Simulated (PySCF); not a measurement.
**Nuclear quadrupole coupling in `CNC(=O)[C@H](F)C1CC1`**

Compound: C6H10FNO.
Cartesian coordinates in Å at the GFN2-xTB level; atoms count from 1:
```
atom  x, y, z in Å
C1    -3.013    0.663   -0.703
N2    -1.772    0.375   -0.031
C3    -1.047   -0.724   -0.293
O4    -1.341   -1.562   -1.119
C5     0.253   -0.840    0.512
F6     0.262    0.055    1.565
C7     1.429   -0.598   -0.412
C8     1.949    0.792   -0.616
C9     2.762   -0.209    0.150
H10   -2.953    1.620   -1.225
H11   -3.840    0.694    0.008
H12   -3.186   -0.133   -1.425
H13   -1.461    1.013    0.685
H14    0.308   -1.843    0.955
H15    1.399   -1.266   -1.263
H16    1.487    1.592   -0.058
H17    2.271    1.078   -1.605
H18    3.649   -0.618   -0.308
H19    2.836   -0.081    1.219
```

Field gradients from the PBE0/pcSseg-1 density (PySCF, non-relativistic), principal values in atomic units, ordered |Vxx| ≤ |Vyy| ≤ |Vzz|:

| atom | Vxx | Vyy | Vzz |
| --- | --- | --- | --- |
| N2 | 0.3930 | 0.5331 | -0.9262 |
| O4 | 0.6498 | 0.8464 | -1.4962 |

Find the asymmetry η = (Vxx − Vyy)/Vzz and the couplings χ = eQV/h (234.96 MHz × Q in barn × V in au), with Q(14N) = 0.02044 b, Q(17O) = −0.0256 b.

| atom | environment | nucleus | η | χzz (MHz) | χxx (MHz) | χyy (MHz) |
| --- | --- | --- | --- | --- | --- | --- |
| N2 | amide nitrogen | 14N | 0.15 | -4.448 | 1.888 | 2.561 |
| O4 | amide oxygen | 17O | 0.13 | 9.00 | -3.91 | -5.09 |

What is Vzz at N2 in SI units (1 au = 9.71736 × 10²¹ V/m²)?

-0.9262 au = -9.000 × 10²¹ V/m².

And the gradient at the other heavy atoms, for which no coupling is worked out here?

```csv
atom,environment,Vzz (au),η
C1,N-methyl carbon,0.314,0.27
C3,amide carbonyl carbon,0.400,0.45
C5,sp3 C–F carbon,0.565,0.11
F6,alkyl fluorine,2.940,0.05
C7,three-membered-ring carbon,0.202,0.54
C8,three-membered-ring carbon,0.180,0.04
C9,three-membered-ring carbon,0.183,0.05
```

What couplings would deuterons (Q(2H) = 0.00286 b) have in place of the hydrogens, at this geometry?

| atom | bonded to | bond length (Å) | Vzz (au) | η | χzz (kHz) |
| --- | --- | --- | --- | --- | --- |
| H10 | C1 | 1.091 | 0.3036 | 0.06 | 204 |
| H11 | C1 | 1.091 | 0.3031 | 0.06 | 204 |
| H12 | C1 | 1.089 | 0.2976 | 0.05 | 200 |
| H13 | N2 | 1.008 | 0.4007 | 0.19 | 269 |
| H14 | C5 | 1.098 | 0.2812 | 0.07 | 189 |
| H15 | C7 | 1.082 | 0.3197 | 0.09 | 215 |
| H16 | C8 | 1.079 | 0.3313 | 0.06 | 223 |
| H17 | C8 | 1.079 | 0.3332 | 0.07 | 224 |
| H18 | C9 | 1.079 | 0.3332 | 0.07 | 224 |
| H19 | C9 | 1.079 | 0.3302 | 0.06 | 222 |

The structure is a single GFN2-xTB conformer in the gas phase; no vibrational or solvent corrections. GFN2-xTB bond lengths can be off by several hundredths of an ångström, more for odd bonds, and the gradients follow them. A larger basis could move these couplings by a tenth or more.

These values come from a run that also computed NMR shieldings. The run took 27 s wall on one thread, Arm Neoverse V2 (aarch64), on a shared host, and the process peaked at 0.92 GiB of memory.
